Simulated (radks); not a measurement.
Task: Rb, 37 electrons, occupied as [Kr] 5s1. Calculated with a radial shooting solver on a logarithmic mesh with Libxc functionals: scalar-relativistic Kohn-Sham, LDA (Slater exchange, Perdew-Wang correlation), spin-polarised, spherical densities, finite nucleus; open shells are filled with parallel spins first (spin-orbit coupling, left out, can overturn this in heavy ions); Fermi nuclear charge, rms radius 4.2036 fm. Some entries of the table are withheld. Estimate them.

orbital  occ.  eigenvalue (eV)  r(max) (bohr)
1s up       1        -15009.71        0.02632
1s down     1        -15009.70        0.02632
2s up       1        -2005.377         0.1498
2s down     1        -2005.372         0.1498
2p up       3        -1779.380         0.1196
2p down     3        -1779.374         0.1196
3s up       1        -296.9284         0.4515
3s down     1        -296.9190         0.4515
3p up       3        -224.4550         0.4466
3p down     3        -224.4450         0.4466
3d up       5        -104.1499         0.3921
3d down     5        -104.1388         0.3921
4s up       1         -31.9262            (1)
4s down     1         -31.8887            (2)
4p up       3         -16.0075          1.424
4p down     3         -15.9345          1.423
5s up       1          -2.5464            (3)
5s down     0          -1.9866            (4)

Result: 
(1) 4s up r(max) (bohr): 1.256
(2) 4s down r(max) (bohr): 1.256
(3) 5s up r(max) (bohr): 4.226
(4) 5s down r(max) (bohr): 4.222
